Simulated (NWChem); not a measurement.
C₂H₅O₂, doublet; SMILES [CH](O)CO

```xyz
9

O      0.5006    -1.3741    -0.2259
C     -0.5977    -0.6878     0.2404
C     -0.5946     0.7465    -0.1616
O      0.6066     1.4146     0.1905
H      0.4671    -2.2896     0.1032
H     -1.5409    -1.2485     0.3781
H     -0.7856     0.8362    -1.2711
H     -1.4396     1.2659     0.3384
H      1.3242     0.8006    -0.0566
```
Atoms are numbered in this order, from 1.

All runs: NWChem. Spin-unrestricted. Structure relaxed at the PBE-D3(BJ)/def2-SVP, spin-unrestricted level. No stability test was run on the SCF state. Level: B3LYP/def2-SVP with COSMO at NWChem's default radii, gas-phase geometry; rows give the dielectric constant. Reactions with the solvent are ignored.

```tsv
dielectric constant	electrostatic solvation energy (kcal/mol)	dipole in solution (D)
2.4	-4.4	3.30
11.7	-7.2	3.54
20.7	-7.5	3.57
37.5	-7.7	3.58
46.7	-7.8	3.59
```
